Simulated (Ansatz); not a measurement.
Calculated with Ansatz (gas phase, PBE0-D4/def2-TZVP geometries, no zero-point term in ΔE). CCSD(T)/CBS adds triple-zeta CCSD(T) − MP2 to the extrapolated MP2 energy (def2 sets, frozen cores). Functionals use def2-TZVPP. B3LYP here is the variant with VWN-RPA as its local correlation; programs differ in this. HSE06 is defined as in plane-wave codes. def2 core potentials past Kr. For In, Se outer-core shells are correlated without core-valence functions, which leaves a few kJ/mol of doubt a bond. Scalar relativity is left out up to krypton. Each species was taken in one conformer, which may not be the lowest.

Consider the ligand exchange at the Se–In bond: `[CH3][In]([Cl])[SeH]` + H₂Se → `[SeH][SeH]` + `[CH3][InH][Cl]`.

`[CH3][In]([Cl])[SeH]`:

Cartesian coordinates in Å:
```
C 0.874 -1.223 -0.597
In -0.294 0.324 0.290
Cl -1.088 -0.010 2.471
Se -1.004 2.540 -0.606
H 1.066 -1.005 -1.646
H 1.818 -1.301 -0.057
H 0.334 -2.165 -0.504
H -1.705 2.838 0.650
```

H₂Se:

```xyz
3

Se   -0.113    0.272   -0.618
H    -0.280    0.748    0.760
H     0.393   -1.020   -0.142
```

`[SeH][SeH]`:

```xyz
4

Se   -0.214    1.246    0.134
Se    0.369   -0.897    0.821
H     0.585    1.247   -1.104
H    -0.740   -1.595    0.148
```

`[CH3][InH][Cl]`:

Z-matrix (Å, degrees):
```
C
In 1 2.131
H 1 1.091 2 108.7
H 1 1.089 2 111.9 3 -121.5
H 1 1.091 2 108.6 3 117.5
Cl 2 2.357 1 111.0 3 -51.7
H 2 1.708 1 137.6 3 128.5
```

| level | ΔE (kJ/mol) | difference from CCSD(T)/CBS |
| --- | --- | --- |
| LDA (SPW92) | 109.4 | -12.7 |
| PBE-D4 | 106.4 | -15.7 |
| revPBE-D4 | 102.8 | -19.3 |
| BLYP-D4 | 104.1 | -18.0 |
| r2SCAN-D4 | 114.7 | -7.4 |
| r2SCANh-D4 | 115.7 | -6.4 |
| r2SCAN0-D4 | 117.0 | -5.1 |
| HSE06-D4 | 111.8 | -10.3 |
| BHLYP-D4 | 115.7 | -6.4 |
| CAM-B3LYP-D4 | 111.7 | -10.4 |
| ωB97X-V | 111.7 | -10.4 |
| ωB97M-V | 111.7 | -10.4 |
| B2PLYP | 115.5 | -6.6 |
| PBE-QIDH | 119.9 | -2.2 |
| PBE | 105.6 | -16.5 |
| revPBE | 103.9 | -18.2 |
| BLYP | 103.6 | -18.5 |
| r2SCAN | 114.2 | -7.9 |
| PBE0 | 110.7 | -11.4 |
| B3LYP | 108.0 | -14.1 |
| r2SCANh | 115.1 | -7.0 |
| r2SCAN0 | 116.3 | -5.8 |
| HSE06 | 110.6 | -11.5 |
| BHLYP | 113.6 | -8.5 |
| CAM-B3LYP | 110.4 | -11.7 |
| LC-ωPBE | 111.8 | -10.3 |
| RPA@PBE/def2-TZVPP | 113.7 | -8.4 |
| HF/def2-SVP | 126.5 | 4.4 |
| CCSD/def2-SVP | 132.2 | 10.1 |
| CCSD(T)/def2-SVP | 132.3 | 10.2 |
| MP2/def2-TZVPP | 126.7 | 4.6 |
| SCS-MP2/def2-TZVPP | 120.9 | -1.2 |
| CCSD/def2-TZVPP | 119.8 | -2.3 |
| CCSD(T)/def2-TZVPP | 120.3 | -1.8 |
| HF/def2-QZVPP | 116.6 | -5.5 |
| MP2/def2-QZVPP | 127.1 | 5.0 |
| SCS-MP2/def2-QZVPP | 121.1 | -1.0 |
| HF/CBS(def2) | 116.3 | -5.8 |
| MP2/CBS(def2) | 128.6 | 6.5 |
| CCSD/CBS(def2) | 121.6 | -0.5 |
| CCSD(T)/CBS | 122.1 | 0 |

Largest T1 diagnostic among the species: 0.012.

At CCSD(T), def2-SVP lies +10.2 kJ/mol from the extrapolated value and def2-TZVPP −1.8 kJ/mol. Leaving LDA and LC-ωPBE aside and taking each functional with its dispersion term where it has one, the values spread over 17.2 kJ/mol, from revPBE-D4 to PBE-QIDH. LDA lies +3.9 kJ/mol from PBE without D4. From PBE to PBE0 (25 % exact exchange), in def2-TZVPP and without D4, ΔE moves by +5.1 kJ/mol.
